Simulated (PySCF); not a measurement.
Computed shifts of a molecule CH7ClSi2, PBE/pcSseg-1 in PySCF, GIAO, gas phase, atoms alike by connectivity averaged where their shifts nearly agree, in ppm (number of nuclei): ²⁹Si: -1.0 (1), -72.5 (1). ¹³C: -4.1 (1). ¹H: 5.84 (1), 5.58 (1), 4.41 (3), 0.73 (1), 0.17 (1). References: ²⁹Si against TMS (σ = 335.4 ppm); ¹³C against TMS (σ = 182.0 ppm); ³⁵Cl against HCl (σ = 936.5 ppm); ¹H against TMS (σ = 31.49 ppm), references at their B3LYP-D3(BJ)/def2-TZVP geometries, non-relativistic (without spin–orbit terms, shifts of atoms bonded to Cl or Br come out too high). Geometry: PBE0-D3(BJ)/def2-SVP. Other conformers were not sampled.

### Question
Pick the molecule that these values belong to.
(A) C[SiH2][SiH2]Cl
(B) [SiH3]C[SiH2]Cl
(C) C[Si@@H]([SiH3])Cl

### Answer
B, [SiH3]C[SiH2]Cl
